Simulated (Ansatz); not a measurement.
System: sum formula H$_{2}$BO$_{2}$, net charge -1, singlet state. It need not be the lowest isomer of its formula. Whether it binds its extra electron was not tested at this geometry. 
Geometry from a B3LYP-D3(BJ)/def2-TZVP (Ansatz, an electronic-structure program) optimisation:
```
B
O 1 1.2778
O 1 1.4534 2 125.44
H 3 0.9621 1 107.07 2 180.00
H 1 1.2599 2 125.60 3 180.00
```
Charge -1, spin multiplicity 1.

Basis-set convergence of Hartree-Fock and CCSD(T) correlation energies (hartree) with Ansatz. Valence correlation only, unless marked. No spin-orbit coupling. No relativistic terms.

| basis | functions | E(HF) | E(corr, CCSD(T)) | rough core time |
|---|---|---|---|---|
| aug-cc-pVDZ | 87 | -175.68748 | -0.53751 | under 20 s |
| aug-cc-pVTZ | 184 | … | … | 24 s |

Q: Fill in the missing entries.

A: 
- aug-cc-pVTZ, E(HF): -175.73404
- aug-cc-pVTZ, E(corr, CCSD(T)): -0.64700
